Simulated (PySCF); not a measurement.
# BeTl: frontier orbitals

r²SCAN at R = 2.602 Å; Be cc-pVDZ, Tl cc-pVDZ-PP with ECP60; scalar-relativistic core potentials (PySCF 2.14). State: ²Π (doublet), unpaired electrons π ↑. Only the outer orbitals are listed, counted within each symmetry, core potentials removing the inner ones.

```csv
spin,orbital,occ.,ε (eV),on Be (%),main shells (%)
α,4σ,1,-16.33,1,99 Tl d
α,2π,1,-16.27,0,100 Tl d
α,1δ,1,-16.19,0,100 Tl d
α,1δ,1,-16.11,0,100 Tl d
α,2π,1,-16.10,0,100 Tl d
α,5σ,1,-10.41,12,"87 Tl s, 8 Be s"
α,6σ,1,-5.80,75,"74 Be s, 17 Tl p"
α,3π,1,-3.53,38,"61 Tl p, 38 Be p"
α,3π,0,-2.94,38,"62 Tl p, 38 Be p"
α,7σ,0,-2.86,58,"49 Be p, 40 Tl p, 10 Be s"
α,4π,0,-1.28,60,"60 Be p, 39 Tl p"
β,4σ,1,-16.34,1,99 Tl d
β,2π,1,-16.28,0,100 Tl d
β,1δ,1,-16.13,0,100 Tl d
β,1δ,1,-16.05,0,99 Tl d
β,2π,1,-16.03,0,100 Tl d
β,5σ,1,-10.03,13,"87 Tl s, 9 Be s"
β,6σ,1,-5.39,69,"69 Be s, 23 Tl p"
β,3π,0,-2.74,43,"57 Tl p, 42 Be p"
β,7σ,0,-2.63,66,"51 Be p, 32 Tl p, 15 Be s"
β,3π,0,-2.11,41,"58 Tl p, 41 Be p"
```

Task: Which are the highest filled and the lowest empty level, where do they sit, and how wide is the gap?

Result: Highest filled α 3π at -3.53 eV (in %: 61 Tl p, 38 Be p); lowest empty α 3π at -2.94 eV (in %: 62 Tl p, 38 Be p); the gap at r²SCAN is 0.59 eV. Both belong to one degenerate shell, split only by its one-sided filling, so this is no excitation gap.

```json
{"bond order (Mayer)": "1.24", "⟨S²⟩": "0.765", "charge on Be (Mulliken, basis-dependent)": "-0.09", "charge on Be (Löwdin, basis-dependent)": "-0.01", "dipole moment (positive dipole means Be(−)Tl(+))": "0.65 D"}
```

Spin–orbit coupling is left out, which matters for elements this heavy, above all for dissociation energies. The state is the lowest determinant that a PBE0 search found; another state may lie lower at other levels.
